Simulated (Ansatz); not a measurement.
CH8BNSi, SMILES `BCN[SiH3]`. The species carries charge 0 and has multiplicity 1. Geometry: relaxed with PBE0-D4/def2-TZVP. It is one conformer, not always the lowest.

```xyz
12

B     0.580    0.782   -1.973
C    -0.177    0.558   -0.645
N     0.277   -0.496    0.229
Si   -0.398   -0.847    1.763
H     0.173    1.609   -2.735
H     1.579    0.174   -2.241
H    -1.248    0.447   -0.885
H    -0.139    1.560   -0.164
H     1.163   -0.897   -0.027
H     0.329   -2.024    2.306
H    -0.288    0.283    2.735
H    -1.851   -1.151    1.637
```

(1) What is the dipole moment at PBE/def2-TZVPP? (Estimate.)

(2) And with r2SCAN, B3LYP, ωB97M-V? (An estimate is asked.)

(3) Give the Mulliken charges with PBE, ωB97M-V, B3LYP in def2-TZVPP. (An estimate is asked.)

## Answers

(1) Ansatz gave: 0.63 D, with components (0.34, 0.27, -0.46) D in this frame, pointing from negative to positive charge.

(2) Computed: r2SCAN 0.70 D, B3LYP 0.72 D, ωB97M-V 0.74 D.

(3) The calculation gave: 
| atom | PBE | ωB97M-V | B3LYP |
| --- | --- | --- | --- |
| B1 | -0.08 | -0.19 | -0.10 |
| C2 | -0.09 | -0.11 | -0.06 |
| N3 | -0.26 | -0.31 | -0.31 |
| Si4 | 0.26 | 0.25 | 0.35 |
| H5 | 0.03 | 0.08 | 0.04 |
| H6 | 0.01 | 0.07 | 0.03 |
| H7 | 0.10 | 0.12 | 0.10 |
| H8 | 0.09 | 0.12 | 0.09 |
| H9 | 0.14 | 0.11 | 0.13 |
| H10 | -0.06 | -0.04 | -0.08 |
| H11 | -0.08 | -0.06 | -0.09 |
| H12 | -0.07 | -0.05 | -0.08 |

B3LYP here is the variant with VWN-RPA as its local correlation; programs differ in this.
